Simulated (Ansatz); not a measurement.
```xyz
10

Ga    1.2544   -1.1316    0.6938
C    -0.3293    0.0246    0.7693
Ge   -0.7471    0.8321   -0.9656
H     1.0947   -2.6529    0.3351
H     2.6791   -0.5227    0.9544
H    -0.1737    0.8432    1.4762
H    -1.2081   -0.5467    1.0779
H    -1.0160   -0.2643   -2.0143
H     0.4380    1.6852   -1.4573
H    -1.9921    1.7333   -0.8695
```

Total charge 0; spin multiplicity 1.

List the PBE/def2-TZVPP orbital energies in eV (the Gaussian-basis code of Ansatz). (Best estimate.)

Computed: Occupied: -10804.32, -10093.48, -1337.69, -1233.42, -1191.10, -1191.10, -1191.09, -1093.15, -1093.02, -1093.01, -268.92, -162.27, -143.16, -113.71, -113.70, -113.70, -97.84, -97.48, -97.46, -29.54, -29.54, -29.53, -29.48, -29.47, -19.88, -19.70, -19.69, -19.60, -19.54, -16.92, -13.22, -10.88, -10.24, -8.59, -8.04, -7.86, -7.12, -6.77. Lowest empty: -2.34, -0.29, 0.39, 0.78, 0.87, 1.13, 1.46, 1.83.
